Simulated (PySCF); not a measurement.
MgF, SMILES [F][Mg], multiplicity 2. Geometry optimised at PBE-D3(BJ)/def2-TZVPD. The multiplicity is an assumed one; other spin states were not compared.

**Question.** Give the equilibrium geometry at PBE-D3(BJ)/def2-TZVPD (PySCF confirms it by a frequency run) as Cartesian coordinates in Å, and its point group. (Estimate from the structure and the level; the computed values follow.)

**Answer.** point group C∞v.
```xyz
2

Mg     0.0000     0.0000    -0.7655
F      0.0000     0.0000     1.0207
```
Charge 0, spin multiplicity 2.
